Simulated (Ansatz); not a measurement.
`NB(F)[O][GeH3]` + `F[SiH](F)[CH2][GeH3]` → `NB(F)[CH2][GeH3]` + `F[SiH](F)[O][GeH3]`  (redistribution)

Isolated molecules relaxed with PBE0-D4/def2-TZVP in Ansatz; ΔE leaves out vibrations. CCSD(T)/CBS adds triple-zeta CCSD(T) − MP2 to the extrapolated MP2 energy (def2 sets, frozen cores). Functionals use def2-TZVPP. For Ge outer-core shells are correlated without core-valence functions, which leaves a few kJ/mol of doubt a bond. Scalar relativity is left out up to krypton. One conformer a species, not always the lowest.

`NB(F)[O][GeH3]`:

```xyz
10

N    -0.963    0.821   -1.807
B    -0.242    0.598   -0.627
F     0.428    1.638   -0.080
O    -0.199   -0.616   -0.027
Ge    0.698   -0.976    1.479
H    -0.998    1.717   -2.257
H    -1.480    0.092   -2.262
H     0.140   -0.103    2.611
H     0.425   -2.464    1.726
H     2.191   -0.707    1.244
```

`F[SiH](F)[CH2][GeH3]`:

```xyz
11

F     2.173    1.502    1.292
Si    1.078    1.146    0.194
F     1.874    0.790   -1.137
C     0.077   -0.300    0.719
Ge   -1.182   -0.960   -0.640
H     0.288    2.366   -0.063
H    -0.499   -0.024    1.609
H     0.738   -1.125    1.001
H    -2.128   -1.985    0.005
H    -0.407   -1.622   -1.788
H    -2.012    0.212   -1.192
```

`NB(F)[CH2][GeH3]`:

Z-matrix (Å, degrees):
```
C
Ge 1 1.965
B 1 1.561 2 111.3
H 1 1.092 2 106.9 3 -123.7
H 1 1.093 2 106.5 3 120.7
H 2 1.540 1 109.7 3 64.7
H 2 1.537 1 110.6 3 -55.4
H 2 1.540 1 110.1 3 -175.8
F 3 1.347 1 118.7 2 81.7
N 3 1.398 1 124.3 2 -96.5
H 10 1.003 3 123.2 1 -1.8
H 10 1.006 3 122.2 1 177.6
```

`F[SiH](F)[O][GeH3]`:

Z-matrix (Å, degrees):
```
Si
F 1 1.587
O 1 1.598 2 110.8
F 1 1.586 2 105.6 3 -120.1
H 1 1.465 2 109.2 3 122.5
Ge 3 1.788 1 139.0 2 -55.8
H 6 1.534 3 108.3 1 -18.8
H 6 1.533 3 106.5 1 101.7
H 6 1.531 3 105.3 1 -139.0
```

```csv
level,ΔE (kJ/mol)
r2SCAN-D4,-10.4
ωB97X-V,-10.9
PBE0,-8.7
CCSD/def2-TZVPP,-13.6
SCS-MP2/def2-QZVPP,-16.0
HF/CBS(def2),-18.1
MP2/CBS(def2),-15.3
CCSD/CBS(def2),-14.6
```

(1) What does CCSD(T)/CBS give? (Estimate.)

Largest T1 diagnostic among the species: 0.012.

Results:

(1) The calculation gave: -13.8 kJ/mol. The listed levels differ from it by 3.4, 2.9, 5.1, 0.2, -2.2, -4.3, -1.5, -0.8 kJ/mol.
